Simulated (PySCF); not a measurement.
# Spin-rotation constants: `C#CP(c1cccnc1)C(F)(F)F`, C8H5F3NP

Geometry:
```tsv
atom	x (Å)	y (Å)	z (Å)
C1	-2.387	2.649	-0.097
C2	-1.896	1.649	0.356
P3	-1.316	0.223	1.211
C4	0.354	0.037	0.477
C5	1.077	-1.119	0.762
C6	2.342	-1.264	0.218
C7	2.840	-0.233	-0.566
N8	2.166	0.876	-0.818
C9	0.957	1.012	-0.315
C10	-2.137	-0.988	-0.002
F11	-1.815	-0.771	-1.285
F12	-3.472	-0.926	0.084
F13	-1.783	-2.253	0.275
H14	-2.786	3.513	-0.544
H15	0.653	-1.892	1.389
H16	2.927	-2.150	0.404
H17	3.824	-0.291	-1.011
H18	0.443	1.935	-0.550
```

Level of theory: GIAO B97-2/pcSseg-1 magnetisability, rotational g tensor and spin-rotation constants, non-relativistic, gas phase in PySCF. Geometry: GFN2-xTB.

**Question.** Give the nuclear spin-rotation constants along the inertial axes (H = +C I·J) beside the isotropic shieldings.

**Answer.** Rotational constants 1.1627, 0.5697, 0.4533 GHz. A star marks the isotopologue with that one atom substituted, in its own axes.
| atom | isotope | Caa (kHz) | Cbb (kHz) | Ccc (kHz) | mean (kHz) | σ (ppm) |
| --- | --- | --- | --- | --- | --- | --- |
| P3 | 31P | 1.732 | 0.846 | 0.643 | 1.074 | 367.1 |
| N8 | 14N | 0.311 | 0.124 | 0.027 | 0.154 | -87.0 |
| F11 | 19F | 1.769 | 0.867 | 0.450 | 1.028 | 236.6 |
| F12 | 19F | 1.149 | 0.862 | 0.661 | 0.891 | 240.9 |
| F13 | 19F | 1.705 | 0.532 | 0.654 | 0.964 | 247.6 |
| H14 | 1H | -0.112 | -0.005 | -0.042 | -0.053 | 28.8 |
| H15 | 1H | -0.070 | 0.011 | -0.021 | -0.027 | 23.7 |
| H16 | 1H | -0.059 | 0.030 | -0.045 | -0.025 | 24.4 |
| H17 | 1H | 0.118 | -0.057 | -0.029 | 0.011 | 22.8 |
| H18 | 1H | -0.056 | 0.043 | -0.037 | -0.017 | 22.3 |
| C1 | 13C* | 0.382 | 0.098 | 0.149 | 0.210 | 79.0 |
| C2 | 13C* | 0.356 | 0.052 | 0.134 | 0.180 | 110.1 |
| C4 | 13C* | 0.509 | 0.176 | 0.083 | 0.256 | 58.8 |
| C5 | 13C* | 0.433 | 0.231 | 0.099 | 0.254 | 43.7 |
| C6 | 13C* | 0.388 | 0.231 | 0.079 | 0.232 | 61.6 |
| C7 | 13C* | 0.554 | 0.199 | 0.099 | 0.284 | 32.6 |
| C9 | 13C* | 0.467 | 0.248 | 0.098 | 0.271 | 31.2 |
| C10 | 13C* | 0.378 | 0.182 | 0.144 | 0.234 | 47.5 |

For the geometry as given, no vibrational averaging.
